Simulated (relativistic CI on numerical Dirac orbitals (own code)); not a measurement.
## Lu4+: 4p photoemission

Computed with this model: Dirac-Coulomb-Breit CI, orbitals from a KLI potential per configuration, model QED, multiplet model of photoemission in the sudden approximation, unscaled Slater integrals; configurations [Xe] 4f13 → [Ar] 3d10 4s2 4p5 4d10 4f13 5s2 5p6; 80 K; Lorentzian 1.75 eV and Gaussian 0.7 eV FWHM. Energies are those of the free ion, without screening or charge transfer. The energies are binding energies and can lie tens of eV above those of solids. S is read from ⟨S²⟩ = S(S + 1).

free ion: ground-state S = 0.50, centroid 442.66 eV. Peaks (eV, height): 422.6 (100), 429.2 (36), 480.2 (52).

Strongest unbroadened transitions for free ion:

```
Energy (eV)  Relative strength
     422.28               39.6
     422.36              100.0
     422.89               61.0
     424.49               24.1
     426.18                1.4
     429.12               43.9
     429.29               21.3
     478.04                0.1
     478.86               63.5
     480.38               81.4
     482.80                0.1
```
